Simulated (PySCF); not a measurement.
C₄H₃S, SMILES [c]1cccs1, multiplicity 2. Atoms are numbered in the order given.

```xyz
8

C      1.2513     0.0651     0.0000
C      0.7276     1.3194     0.0000
C     -0.7113     1.2402     0.0000
C     -1.1864    -0.0465     0.0000
S      0.1123    -1.2155     0.0000
H      1.2981     2.2487     0.0000
H     -1.3606     2.1178     0.0000
H     -2.2214    -0.3866     0.0000
```
Charge 0, spin multiplicity 2.

Coordinates come from a B3LYP-D3(BJ)/def2-SVP optimisation. The isomer is the one that the SMILES or the coordinates give; other isomers of the formula were not compared.

Level of theory: CAM-B3LYP/def2-TZVP in PySCF.

ESP charges are fitted to the potential on shells at 1.4 to 2.0 van der Waals radii. Atomic charges (e):

```tsv
atom	ESP fit	Mulliken	meta-Löwdin	Mulliken spin
C1	0.01	-0.04	-0.14	0.97
C2	-0.26	-0.16	-0.17	-0.07
C3	-0.08	-0.16	-0.14	0.07
C4	-0.34	-0.16	-0.26	-0.01
S5	0.08	0.09	0.30	0.01
H6	0.20	0.14	0.14	0.01
H7	0.15	0.14	0.13	0.01
H8	0.24	0.16	0.14	0.01
```

Give the Mayer and Wiberg (Löwdin basis) orders of the bonds. (An estimate is asked for; the answer gives what the named calculation found.)


| bond | Mayer | Wiberg |
|---|---|---|
| C1–C2 | 1.69 | 1.94 |
| C2–C3 | 1.19 | 1.39 |
| C3–C4 | 1.68 | 1.85 |
| C1–S5 | 1.30 | 1.65 |
| C4–S5 | 1.21 | 1.50 |
| C2–H6 | 0.95 | 0.84 |
| C3–H7 | 0.95 | 0.84 |
| C4–H8 | 0.94 | 0.88 |
